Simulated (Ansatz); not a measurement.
`[F][Zr]([Cl])([Cl])[Cl]` + HBr → `[F][Zr]([Cl])([Cl])[Br]` + HCl at 700 K and 1 bar (ligand exchange at a Zr–Cl bond).

Gas-phase electronic energies from Ansatz, PBE0-D4/def2-TZVP geometries. CBS: MP2 limit from def2 TZ/QZ plus the TZ coupled-cluster correction, frozen cores. This one scheme is used for every species. def2 core potentials past Kr. For Br, Zr outer-core shells are correlated without core-valence functions, which leaves a few kJ/mol of doubt a bond. Scalar relativity is left out up to krypton.

```json
{"species": "`[F][Zr]([Cl])([Cl])[Cl]`", "CCSD(T)/CBS energy (Eh)": "-1526.43176", "H − E (kJ/mol)": "77.8", "S (J/(mol·K))": "454.9"}
{"species": "HBr", "CCSD(T)/CBS energy (Eh)": "-2573.91920", "H − E (kJ/mol)": "36.5", "S (J/(mol·K))": "223.7"}
{"species": "`[F][Zr]([Cl])([Cl])[Br]`", "CCSD(T)/CBS energy (Eh)": "-3639.97082", "H − E (kJ/mol)": "77.6", "S (J/(mol·K))": "476.1"}
{"species": "HCl", "CCSD(T)/CBS energy (Eh)": "-460.38127", "H − E (kJ/mol)": "38.4", "S (J/(mol·K))": "211.8"}
```

H − E and S are ideal-gas, rigid-rotor, harmonic terms from PBE0-D4/def2-TZVP. 1 Eh = 2625.50 kJ/mol, R = 8.31446 J/(mol·K).

Q: By hand: ΔE, ΔH, ΔS and ΔG.

A: ΔE = (-3639.97082) + (-460.38127) − (-1526.43176) − (-2573.91920) = -0.00113 Eh = -3.0 kJ/mol. Δ(H − E) = 77.6 + 38.4 − 77.8 − 36.5 = 1.7, so ΔH = -1.3 kJ/mol. ΔS = 476.1 + 211.8 − 454.9 − 223.7 = 9.3 J/(mol·K). ΔG = -1.3 − 700 × (9.3)/1000 = -7.8 kJ/mol.

Q: By hand: the equilibrium constant, and the temperature at which ΔG would vanish if ΔH and ΔS stayed fixed.

A: log₁₀ K = −ΔG/(RT ln 10) = 0.6. ΔH and −TΔS have one sign here, so there is no such temperature.

TΔS isn't small against ΔH here. A doubt of 5 kJ/mol in ΔE shifts log₁₀ K by 0.4 here. These are equilibria of isolated gas molecules and say nothing of rates. Largest T1 diagnostic: 0.016 (customary marks: 0.02 for closed shells, 0.045 for open ones).
